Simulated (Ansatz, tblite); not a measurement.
Spin states of the cluster Mo3O9⁻ (the lowest doublet isomer of a short search), each relaxed with PBE-D4/def2-SVP in Ansatz. Electronic energies in the gas phase.

In the def2 sets Mo takes a core potential; there is no spin–orbit coupling. The xTB rows come from tblite. The structure holds one bond between oxygen atoms, so isomers without such links may lie far lower. HOMO above LUMO, or a gap near zero within one spin, warns that the state may not be the lowest or that an electron is smeared out. The structure comes from a short search, and lower isomers may exist.

Doublet geometry (Cs within 0.1 Å):

```csv
atom,x (Å),y (Å),z (Å)
Mo1,0.587,1.680,-0.860
Mo2,-0.442,-0.800,-1.753
Mo3,-0.432,-0.471,1.806
O4,1.162,-0.666,2.867
O5,0.902,-1.651,-2.391
O6,-1.841,-0.215,2.713
O7,-0.903,-1.121,0.026
O8,0.628,-1.963,2.402
O9,2.266,1.635,-1.202
O10,-1.726,-0.589,-2.870
O11,-0.237,2.998,-1.585
O12,0.037,1.163,0.846
```

Quartet geometry:

```xyz
12

Mo   -1.6542   -0.9813    0.3663
Mo    0.0057   -0.8278   -1.8005
Mo    1.1987    0.8808    1.0254
O     0.8063    2.8468    1.5891
O    -0.8275   -0.0082   -3.0623
O     2.3336    0.0445    1.9610
O     1.2080    0.2976   -0.7945
O     1.7200    2.8542    0.5942
O    -3.2118   -0.3753   -0.0375
O     0.6238   -2.3891   -2.1719
O    -1.6177   -2.5963    0.9487
O    -0.5849    0.2543    1.3820
```

⟨S²⟩: doublet 0.76 at PBE0-D4/def2-SVP (pure 0.75), quartet 3.77 at PBE0-D4/def2-SVP (pure 3.75).

Run but left out: HF/STO-3G, HF/def2-SVP, HF/def2-SVPD, MP2/def2-SVPD (doublet: ⟨S²⟩ 2.60 to 3.05, where a pure state has 0.75).

Only these spin states were relaxed.

| level | quartet − doublet (kcal/mol) | lowest of these | remarks |
| --- | --- | --- | --- |
| GFN2-xTB | 74.9 | doublet | – |
| PBE-D4/def2-SVP | 41.3 | doublet | gap within one spin near zero (quartet) |
| r2SCAN-D4/def2-SVP | 40.8 | doublet | gap within one spin near zero (quartet) |

Estimate the rows for GFN1-xTB, r2SCANh-D4/def2-SVP, PBE0-D4/def2-SVP.


```csv
level,quartet − doublet (kcal/mol),lowest of these
GFN1-xTB,83.3,doublet
r2SCANh-D4/def2-SVP,39.1,doublet
PBE0-D4/def2-SVP,38.5,doublet
```

The xTB methods have no term that favours high spin, so they put low spin too low.
